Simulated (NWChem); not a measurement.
Everything below was run with NWChem. System: diphosphane (H$_{4}$P$_{2}$), charge 0, spin multiplicity 1, at a geometry optimised with B3LYP/def2-SVP. Level: CCSD(T)/def2-TZVPD, 10 core orbitals frozen.

Output (cleaned and shortened):

```
             Northwest Computational Chemistry Package (NWChem) 7.3.0
             --------------------------------------------------------

                                NWChem Input Module
                                -------------------

 Scaling coordinates for geometry "geometry" by  1.889725989
 (inverse scale =  0.529177249)

 Turning off AUTOSYM since
 SYMMETRY directive was detected!

                             Geometry "geometry" -> ""
                             -------------------------

 Output coordinates in angstroms (scale by  1.889725989 to convert to a.u.)

  No.       Tag          Charge          X              Y              Z
 ---- ---------------- ---------- -------------- -------------- --------------
    1 P                   15.0000     1.00855700     0.52169300     0.00000000
    2 P                   15.0000    -1.00855700    -0.52169300     0.00000000
    3 H                    1.0000     1.54085000    -0.31632700     1.03127200
    4 H                    1.0000     1.54085000    -0.31632700    -1.03127200
    5 H                    1.0000    -1.54085000     0.31632700     1.03127200
    6 H                    1.0000    -1.54085000     0.31632700    -1.03127200

 Effective nuclear repulsion energy (a.u.)      87.2530053904

            Nuclear Dipole moment (a.u.)
            ----------------------------
        X                 Y               Z
 ---------------- ---------------- ----------------
     0.0000000000     0.0000000000     0.0000000000

      Symmetry information
      --------------------

 Group name             C2h
 Group number             21
 Group order               4
 No. of unique centers     2

      Symmetry unique atoms

     1    3


 Summary of "ao basis" -> "" (spherical)
 ------------------------------------------------------------------------------
       Tag                 Description            Shells   Functions and Types
 ---------------- ------------------------------  ------  ---------------------
 *                         def2-tzvpd                 on all atoms

 Summary of "ao basis" -> "ao basis" (spherical)
 ------------------------------------------------------------------------------
       Tag                 Description            Shells   Functions and Types
 ---------------- ------------------------------  ------  ---------------------
 P                         def2-tzvpd               15       43   6s5p3d1f
 H                         def2-tzvpd                5        9   3s2p

                                 NWChem SCF Module
                                 -----------------

  ao basis        = "ao basis"
  functions       =   122
  atoms           =     6
  closed shells   =    17
  open shells     =     0
  charge          =   0.00
  wavefunction    = RHF
  use symmetry    = T
  symmetry adapt  = T

 Summary of "ao basis" -> "ao basis" (spherical)
 ------------------------------------------------------------------------------
       Tag                 Description            Shells   Functions and Types
 ---------------- ------------------------------  ------  ---------------------
 P                         def2-tzvpd               15       43   6s5p3d1f
 H                         def2-tzvpd                5        9   3s2p

      Symmetry analysis of basis
      --------------------------

        ag         38
        au         23
        bg         23
        bu         38

 Forming initial guess at       0.1s

      Superposition of Atomic Density Guess
      -------------------------------------

 Sum of atomic energies:        -683.30151566

      Non-variational initial energy
      ------------------------------

 Total energy =    -683.779451
 1-e energy   =   -1118.287420
 2-e energy   =     347.254963
 HOMO         =      -0.254082
 LUMO         =       0.019158

      Symmetry analysis of molecular orbitals - initial
      -------------------------------------------------

  Numbering of irreducible representations:

     1 ag          2 au          3 bg          4 bu

  Orbital symmetries:

     1 bu          2 ag          3 ag          4 bu          5 au
     6 bg          7 bu          8 ag          9 ag         10 bu
[...]
   107     -1.448419  5 H  s                116     -1.448419  6 H  s
    20     -1.248153  1 P  py                63      1.248153  2 P  py
     5      0.832892  1 P  s                 48      0.832892  2 P  s

 Vector   19  Occ=0.000000D+00  E= 7.639739D-02  Symmetry=bu
              MO Center=  3.4D-12,  1.5D-12,  8.5D-13, r^2= 1.2D+01
   Bfn.  Coefficient  Atom+Function         Bfn.  Coefficient  Atom+Function
  ----- ------------  ---------------      ----- ------------  ---------------
     6      2.831281  1 P  s                 49     -2.831281  2 P  s
    20     -0.922471  1 P  py                63     -0.922471  2 P  py
    89     -0.620014  3 H  s                 98     -0.620014  4 H  s
   107      0.620014  5 H  s                116      0.620014  6 H  s
    19     -0.584220  1 P  px                62     -0.584220  2 P  px

 Vector   20  Occ=0.000000D+00  E= 1.120545D-01  Symmetry=bg
              MO Center= -7.5D-13, -3.1D-13, -2.0D-13, r^2= 7.8D+00
   Bfn.  Coefficient  Atom+Function         Bfn.  Coefficient  Atom+Function
  ----- ------------  ---------------      ----- ------------  ---------------
    89     -1.610869  3 H  s                 98      1.610869  4 H  s
   107      1.610869  5 H  s                116     -1.610869  6 H  s
    21      1.512077  1 P  pz                64     -1.512077  2 P  pz
    33     -0.833163  1 P  d -1              76     -0.833163  2 P  d -1
    94     -0.356734  3 H  py               103      0.356734  4 H  py

 center of mass
 --------------
 x =   0.00000000 y =   0.00000000 z =   0.00000000

 moments of inertia (a.u.)
 ------------------
          76.958643694678        -109.378926250804           0.000000000000
        -109.378926250804         274.510533792873           0.000000000000
           0.000000000000           0.000000000000         320.848186718289

  Mulliken analysis of the total density
  --------------------------------------

    Atom       Charge   Shell Charges
 -----------   ------   -------------------------------------------------------
    1 P   15    15.26   2.01  0.53  1.44  1.00  0.81  0.03  4.17  1.70  0.67  1.81  0.87  0.07  0.14  0.00  0.01
    2 P   15    15.26   2.01  0.53  1.44  1.00  0.81  0.03  4.17  1.70  0.67  1.81  0.87  0.07  0.14  0.00  0.01
    3 H    1     0.87   0.24  0.53  0.11  0.02 -0.02
    4 H    1     0.87   0.24  0.53  0.11  0.02 -0.02
    5 H    1     0.87   0.24  0.53  0.11  0.02 -0.02
    6 H    1     0.87   0.24  0.53  0.11  0.02 -0.02

       Multipole analysis of the density wrt the origin
       ------------------------------------------------

     L   x y z        total         open         nuclear
     -   - - -        -----         ----         -------
     0   0 0 0     -0.000000      0.000000     34.000000

     1   1 0 0      0.000000      0.000000      0.000000
     1   0 1 0     -0.000000      0.000000      0.000000
     1   0 0 1     -0.000000      0.000000      0.000000

     2   2 0 0    -21.500648      0.000000    142.887181
     2   1 1 0     -1.649362      0.000000     49.405903
     2   1 0 1      0.000000      0.000000      0.000000
     2   0 2 0    -24.741726      0.000000     30.586732
     2   0 1 1     -0.000000      0.000000      0.000000
     2   0 0 2    -20.616551      0.000000     15.191621

                   NWChem Extensible Many-Electron Theory Module
                   ---------------------------------------------


            General Information
            -------------------
      Number of processors :     1
         Wavefunction type : Restricted Hartree-Fock
          No. of electrons :    34
           Alpha electrons :    17
            Beta electrons :    17
           No. of orbitals :   244
            Alpha orbitals :   122
             Beta orbitals :   122
        Alpha frozen cores :    10
         Beta frozen cores :    10
     Alpha frozen virtuals :     0
      Beta frozen virtuals :     0
         Spin multiplicity : singlet
    Number of AO functions :   122
       Number of AO shells :    50
        Use of symmetry is : on
      Symmetry adaption is : on
         Schwarz screening : 0.10D-09

          Correlation Information
          -----------------------
          Calculation type : Coupled-cluster singles & doubles w/ perturbation
   Perturbative correction : (T)
            Max iterations :      100
        Residual threshold : 0.10D-05
     T(0) DIIS level shift : 0.00D+00
     L(0) DIIS level shift : 0.00D+00
     T(1) DIIS level shift : 0.00D+00
     L(1) DIIS level shift : 0.00D+00
     T(R) DIIS level shift : 0.00D+00
     T(I) DIIS level shift : 0.00D+00
   CC-T/L Amplitude update :  5-th order DIIS
                I/O scheme : Global Array Library
        L-threshold :  0.10D-05
        EOM-threshold :  0.10D-05
 no EOMCCSD initial starts read in
 TCE RESTART OPTIONS
 SLICE:      F
 D4D5:       F
 quantumc:   F
 qrotation:  F
 pwtce:      F
 qducc:      F
 nacto:                         0
 nrotv:                         0
 nrot:                          0

            Memory Information
            ------------------
          Available GA space size is     249021916 doubles
          Available MA space size is     104851964 doubles

 Maximum block size supplied by input
 Maximum block size        24 doubles

 tile_dim =     21

 -------------------------------------------------

 Global array virtual files algorithm will be used

 Parallel file system coherency ......... OK

 4-electron integrals stored in orbital form

 v2    file size   =          7976027
 4-index algorithm nr.  13 is used
 imaxsize =       30
 imaxsize ichop =        0


CCSD iterations
 ---------------------------------------------------------
 Iter          Residuum       Correlation     Cpu    Wall
 ---------------------------------------------------------
    1   0.1525387623164  -0.3063626826043     1.1     1.1
    2   0.0444100095576  -0.3413006561245     0.9     0.9
    3   0.0163898827804  -0.3495368326134     0.7     0.7
    4   0.0068820757400  -0.3519445548208     0.7     0.7
    5   0.0031788885101  -0.3528291717843     0.7     0.7
    6   0.0007885002014  -0.3534211129024     0.7     0.7
    7   0.0003803843020  -0.3534336104497     0.7     0.7
    8   0.0002056584148  -0.3534416129192     0.7     0.7
    9   0.0001239863696  -0.3534450035014     0.7     0.7
   10   0.0000739983394  -0.3534478399609     0.7     0.7
   11   0.0000119879848  -0.3534517251210     0.7     0.7
   12   0.0000051967491  -0.3534523560918     0.7     0.7
   13   0.0000029254364  -0.3534525507798     0.7     0.7
   14   0.0000016747726  -0.3534525906364     0.7     0.7
   15   0.0000010146166  -0.3534525986990     0.7     0.7
   16   0.0000002232873  -0.3534525852862     0.7     0.7
 -----------------------------------------------------------------
 Iterations converged
 CCSD correlation energy / hartree =        -0.353452585286244
 CCSD total energy / hartree       =      -684.168948955381666

 Singles contributions

 Doubles contributions
 CCSD(T)
 Using plain CCSD(T) code
             total no. of tasks         1540
 total no. of tasks / no. procs         1540
                         wl_min         4725           4.1
                         wl_max       190512           7.6
        thresh for no. of tasks         1540

 CCSD[T]  correction energy / hartree =        -0.015636741107353
 CCSD[T] correlation energy / hartree =        -0.369089326393597
 CCSD[T] total energy / hartree       =      -684.184585696488966
 CCSD(T)  correction energy / hartree =        -0.015288833088260
 CCSD(T) correlation energy / hartree =        -0.368741418374504
 CCSD(T) total energy / hartree       =      -684.184237788469886

 Task  times  cpu:       65.5s     wall:       65.5s

 Total times  cpu:       65.6s     wall:       65.6s
```

Question: Write an NWChem input that would produce this output.

Answer: This is not unique; one that fits is 
```
start mol
memory heap 100 mb stack 700 mb global 1900 mb
geometry units angstroms nocenter noautoz
  P      1.008557     0.521693     0.000000
  P     -1.008557    -0.521693     0.000000
  H      1.540850    -0.316327     1.031272
  H      1.540850    -0.316327    -1.031272
  H     -1.540850     0.316327     1.031272
  H     -1.540850     0.316327    -1.031272
  symmetry group C2h
end
basis spherical
  * library def2-tzvpd
end
scf
  rhf
  nopen 0
  maxiter 100
  thresh 1e-7
  semidirect memsize 60000000 filesize 0
end
tce
  freeze core 10
  ccsd(t)
  2eorb
  2emet 13
  thresh 1e-6
  maxiter 100
  tilesize 24
end
task tce energy
```
